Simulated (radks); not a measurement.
Q: Valence configurations of the molybdenum ion Mo+ (all share [Kr]). Method: scalar-relativistic Kohn-Sham, r2SCAN, spin-polarised, spherical densities, finite nucleus; open shells are filled with parallel spins first (spin-orbit coupling, left out, can overturn this in heavy ions); meta-GGA in the generalised Kohn-Sham scheme; Fermi nuclear charge, rms radius 4.4091 fm; computed with a radial shooting solver on a logarithmic mesh with Libxc functionals. Order these by energy: 4d3.5 5p1.5; 4d4.5 5s0.5; 4d3 5s2; 4d4 5p1; 4d4 5s1; 4d5; 4d4 5s0.5 5p0.5; 4d3 5s0.5 5p1.5.

A: From the lowest, in eV above it: 4d5 0.000; 4d4.5 5s0.5 0.830; 4d4 5s1 1.826; 4d4 5s0.5 5p0.5 4.255; 4d4 5p1 6.610; 4d3 5s2 7.068; 4d3.5 5p1.5 10.551; 4d3 5s0.5 5p1.5 12.387. NIST lists [Kr] 4d5 as the ground configuration; this level of theory agrees among the configurations tried. The energies are those of spherical high-spin densities, not of single terms.
